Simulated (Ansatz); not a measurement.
Reaction: H4BSiO (SMILES B([O])[SiH3], doublet) → H4BSiO (SMILES BO[SiH2], doublet)
Each species at its own B3LYP-D3(BJ)/def2-TZVP minimum (Ansatz, an electronic-structure program).

Total energies in hartree (Ansatz). Open shells are spin-unrestricted; no spin-orbit coupling. Cores are frozen in correlated methods. No relativity. The UHF reference of H4BOSi ([O]B[SiH3], doublet) is spin-contaminated (<S^2> up to 0.04 over the pure value in the sets run).

| species | HF/cc-pV(T+d)Z | CCSD(T)/cc-pV(T+d)Z | HF/cc-pV(Q+d)Z | CCSD(T)/cc-pV(Q+d)Z | CCSD(T)/cc-pV(D+d)Z | CCSDT(Q)/cc-pV(D+d)Z |
|---|---|---|---|---|---|---|
| 1: H4BSiO (SMILES B([O])[SiH3], doublet) | -390.84513 | -391.34586 | -390.85624 | -391.38706 | -391.21255 | -391.21570 |
| 2: H4BSiO (SMILES O(B)[SiH2], doublet) | -390.89644 | -391.38375 | -390.90828 | -391.42584 | -391.23834 | -391.24004 |

### Question
Work out the isomerisation energy (electronic) in kJ/mol: take Hartree-Fock from cc-pV(Q+d)Z, extrapolate the CCSD(T) correlation energy as X^-3 (X = 3, 4), and add CCSDT(Q) - CCSD(T) in cc-pV(D+d)Z. 1 hartree = 2625.5 kJ/mol.

### Answer

Species 1: correlation (64·(-0.53082) - 27·(-0.50073))/37 = -0.55278; step -0.00315; E1 = -390.85624 + (-0.55278) + (-0.00315) = -391.41217
Species 2: correlation (64·(-0.51756) - 27·(-0.48731))/37 = -0.53963; step -0.00170; E2 = -390.90828 + (-0.53963) + (-0.00170) = -391.44961
-1·E1 +1·E2 = -0.03744 hartree = -98.3 kJ/mol.
